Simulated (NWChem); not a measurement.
BF₂, doublet; SMILES [B](F)F

All runs: NWChem. Spin-unrestricted. Medium grid unless said otherwise, to which SCAN and Minnesota functionals are sensitive. In the optimisation the excess spin sits in a1 (C2v, its own frame). Coordinates come from a PBE0/def2-SVP, spin-unrestricted optimisation. No stability test was run on the SCF state. Level r2SCAN/def2-SVP: energy and gradient; each run changes one setting, and changes count from the defaults (medium grid, exact Coulomb integrals, symmetry on).

```json
[
 {"setting": "defaults", "size of the energy change (μHa)": "< 10", "largest change of a gradient component (μHa/bohr)": "< 30"},
 {"setting": "tight SCF thresholds and tolerances", "size of the energy change (μHa)": "< 10", "largest change of a gradient component (μHa/bohr)": "< 30"},
 {"setting": "Coulomb fitting, Weigend set", "size of the energy change (μHa)": "100", "largest change of a gradient component (μHa/bohr)": "< 30"},
 {"setting": "coarse grid", "size of the energy change (μHa)": "100", "largest change of a gradient component (μHa/bohr)": "100"}
]
```
